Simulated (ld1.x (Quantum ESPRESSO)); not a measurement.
What one change does to a pseudopotential (P, RRKJ)

ld1.x (Quantum ESPRESSO) 7.5 input, shortened:

```
&input
   title='P', zed=15., rel=1, dft='PW91', iswitch=3,
   config='[Ne] 3s1 3p4'
 /
 &inputp
   pseudotype=2, tm=.false., rho0=0.005, lloc=-1, rcloc=1.00,
   nlcc=.false.
 /
2
3S  1  0   1.00   0.00  1.30  1.30  0.0
3P  2  1   4.00   0.00  1.45  1.45  0.0
 &test
   configts(1)='3s1 3p4'
 /
```

Change: functional PBE.

Cutoffs: the cutoffs (Ry, on a coarse ladder) from which the occupation-weighted sum of valence levels, in a spherical-Bessel basis at the reference potential, stays within 10 and 1 mRy of its value at 400 Ry; they do not see the model core or the augmentation charge, which bear on the density cutoff. Errors are all-electron minus pseudo energies relative to the spin-unpolarised reference configuration.

Problem. Predict the effect on cutoff, ghosts and configuration errors.

Solution. The potential gets neither clearly harder nor softer (18 Ry and 45 Ry → 18 Ry and 45 Ry); of the 7 tests that both files solve, the error grows in 2 and shrinks in 4 by more than 15 % and 0.3 meV (median size 2.5 → 1.9 meV); neither file shows a bound ghost.

| quantity | base | changed |
| --- | --- | --- |
| cutoff, loose | 18 Ry | 18 Ry |
| cutoff, tight | 45 Ry | 45 Ry |
| bound ghosts | none | none |
| error for 3s2 3p3, meV [ΔE -8.54 → -8.53 eV] | +2.5 | +1.9 |
| error for 3s2 3p2, meV [ΔE 1.24 → 1.20 eV] | -0.3 | -1.1 |
| error for 3s2 3p1, meV [ΔE 20.44 → 20.34 eV] | +53 | +25 |
| error for 3s0 3p5, meV [ΔE 8.67 → 8.67 eV] | -0.1 | +0.5 |
| error for 3s2 3p2.5, meV [ΔE -4.74 → -4.76 eV] | -0.2 | -0.5 |
| error for 3s2 3p0, meV [ΔE 50.26 → 50.08 eV] | +416 | +172 |
| error for 3s1 3p3, meV [ΔE 10.36 → 10.32 eV] | +4.5 | +3.4 |
| s: phases at 1.60 bohr within 0.05 rad from the reference energy up to (Ry; the scan ends near 5) | -0.3 | 0.0 |
| p: phases at 1.60 bohr within 0.05 rad from the reference energy up to (Ry; the scan ends near 5) | 3.0 | 3.1 |
